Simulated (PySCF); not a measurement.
Cartesian coordinates (Å):
SMILES: [BH2]
```xyz
3

B     -0.0002     0.3391     0.0000
H      1.0772    -0.1689     0.0000
H     -1.0770    -0.1702     0.0000
```
Charge 0, spin multiplicity 2.

Question: Give the highest occupied spin orbital, dipole moment and total energy at the level PySCF with PBE0-D4/def2-TZVP.

Answer: 
The highest occupied spin orbital is -6.16 eV and the dipole moment is 0.50 D. The total energy is -704.63 eV.
